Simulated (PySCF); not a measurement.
C5H7FOSi.
Numbering: `[CH:1]#[C:2][Si@@H:3]1[O:4][CH2:5][CH2:6][C@@H:7]1[F:8]` (hydrogens: H9 on C1; H10 on Si3; H11, H12 on C5; H13, H14 on C6; H15 on C7)

Structure used (PBE0-D3(BJ)/def2-SVP), in Å, numbered top down from 1:
```xyz
15
C5H7FOSi angstrom
C      3.2306    1.1529   -0.3731
C      2.1723    0.7249   -0.7940
Si     0.6035    0.0657   -1.4559
O     -0.6125    1.2170   -1.5370
C     -1.6702    0.9600   -0.6287
C     -1.7328   -0.5477   -0.3751
C     -0.3065   -1.0438   -0.1877
F      0.1316   -0.7153    1.0876
H      4.1620    1.5333    0.0081
H      0.8431   -0.5343   -2.7954
H     -2.6084    1.3416   -1.0603
H     -1.4909    1.4971    0.3201
H     -2.3545   -0.8015    0.4987
H     -2.1664   -1.0512   -1.2564
H     -0.2244   -2.1351   -0.3137
```

Method used: TDDFT CAM-B3LYP/def2-SVPD, vertical, gas phase, core orbitals frozen in the response (PySCF 2.14.0, density-fitted response routines).

```csv
state,E (eV),ν̃ (cm⁻¹),f,"main configurations (H = HOMO, L = LUMO)"
S1,5.76,46490,0.0017,"H-1→L (47%), H→L (25%), H-3→L (8%)"
S2,6.11,49260,0.0041,"H-1→L+1 (19%), H→L (16%), H-2→L (16%)"
S3,6.22,50130,0.0032,"H→L+1 (22%), H-2→L+1 (22%), H-3→L+1 (13%)"
S4,6.96,56120,0.035,"H→L (40%), H-2→L (26%), H-1→L (13%)"
S5,7.34,59240,0.055,"H-3→L (44%), H-2→L (31%)"
S6,7.46,60180,0.042,"H→L+1 (54%), H-3→L+1 (16%), H-2→L+1 (12%)"
S7,7.69,62010,0.0069,"H-2→L+1 (31%), H-1→L+1 (13%), H→L+5 (11%)"
S8,7.95,64090,0.060,"H→L+3 (18%), H-3→L+1 (16%), H→L+4 (14%)"
S9,8.11,65430,0.011,"H→L+2 (56%), H→L+4 (8%)"
S10,8.23,66420,0.041,"H-1→L+2 (34%), H-1→L+3 (16%), H→L+3 (10%)"
```

Triplets, Tamm–Dancoff:

| state | E (eV) | λ (nm) | main configurations (H = HOMO, L = LUMO) |
| --- | --- | --- | --- |
| T1 | 4.81 | 258.0 | H-2→L (19%), H→L (17%), H-3→L (14%) |
| T2 | 5.24 | 236.8 | H-1→L (39%), H→L (15%) |
| T3 | 5.29 | 234.3 | H-1→L+1 (26%), H→L+1 (11%), H-2→L (10%) |
| T4 | 5.94 | 208.9 | H-2→L+1 (18%), H→L+1 (16%), H-1→L (15%) |

The lowest singlet lies at 5.76 eV (215 nm, ultraviolet) and is very weak; its leading configuration is HOMO-1→LUMO (47%). The strongest level in the table is S8 at 7.95 eV (156 nm, f = 0.060). Löwdin shares by element: HOMO carbon 41% or more, oxygen 19% (atoms not listed hold the other 40%); LUMO carbon 49% or more, silicon 22%, oxygen 7% (atoms not listed hold the other 22%). The listed states span 2.47 eV, and the widest gap between neighbours is 0.74 eV (S3 to S4). The oscillator strengths of these states sum to 0.260; summed over the whole spectrum of an exact calculation they would give the number of electrons, 68 (Thomas–Reiche–Kuhn). Of the 10 states listed, 6 reach f = 0.01 and none stays under 0.0005. All these states lie below the vertical ionisation energy of 10.07 eV (ΔSCF). Only the lowest 10 singlets were computed, as vertical energies without vibronic structure.

One conformer stands for the species.
